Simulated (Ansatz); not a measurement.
Isolated molecules relaxed with PBE0-D4/def2-TZVP in Ansatz; ΔE leaves out vibrations. CCSD(T)/CBS is the MP2 limit (def2-TZVPP, def2-QZVPP) plus CCSD(T) − MP2 in def2-TZVPP, frozen cores. DFT in def2-TZVPP. B3LYP here is the variant with VWN-RPA as its local correlation; programs differ in this. def2 core potentials past Kr. For Zr outer-core shells are correlated without core-valence functions, which leaves a few kJ/mol of doubt a bond. One conformer a species, not always the lowest.

Consider the redistribution: `F[CH2][AlH][F]` + `[NH2][Zr]([OH])([Cl])[Cl]` → `[OH][AlH][CH2]F` + `[NH2][Zr]([F])([Cl])[Cl]`.

```tsv
level	ΔE (kJ/mol)	difference from CCSD(T)/CBS
LDA (SPW92)	-0.6	-7.5
PBE-D4	-2.9	-9.8
B3LYP-D4	1.6	-5.3
r2SCAN0-D4	1.4	-5.5
ωB97M-V	1.3	-5.6
B3LYP	0.0	-6.9
r2SCAN0	1.0	-5.9
HF/def2-SVP	10.5	3.6
SCS-MP2/def2-TZVPP	7.0	0.1
HF/def2-QZVPP	6.4	-0.5
CCSD(T)/CBS	6.9	0
```

Question: What do rigid-rotor, harmonic-oscillator terms from PBE0-D4/def2-TZVP frequencies (298.15 K, 1 bar) make of the CCSD(T)/CBS value? (Best estimate.)

Answer: Ansatz gave: ΔZPE = +1.6 kJ/mol, ΔH = +7.9 kJ/mol, ΔS = -2 J/(mol·K), ΔG = +8.5 kJ/mol. Modes under 50 cm⁻¹ make the entropy rough.

Largest T1 diagnostic among the species: 0.016.

From BLYP to BHLYP (50 % exact exchange), in def2-TZVPP and without D4, ΔE moves by +6.5 kJ/mol. Leaving LDA and LC-ωPBE aside and taking each functional with its dispersion term where it has one, the values, not all of them listed here, spread over 8.3 kJ/mol, from revPBE-D4 to BHLYP-D4. LDA lies +3.4 kJ/mol from PBE without D4.
